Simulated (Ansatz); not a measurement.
Question: Name a neutral molecule of B, C, Cl, F, Si and H with size of the dipole moment (PBE/def2-TZVPP) between 1.35 and 1.65 D and HOMO–LUMO gap (PBE/def2-TZVPP) between 4.90 and 5.20 eV (Ansatz, PBE0-D4/def2-TZVP geometry).

Answer: `BC[SiH](F)Cl` (1.38 D, 5.01 eV). Other molecules can fit too; these were computed, each in one conformer that needn't be the lowest.
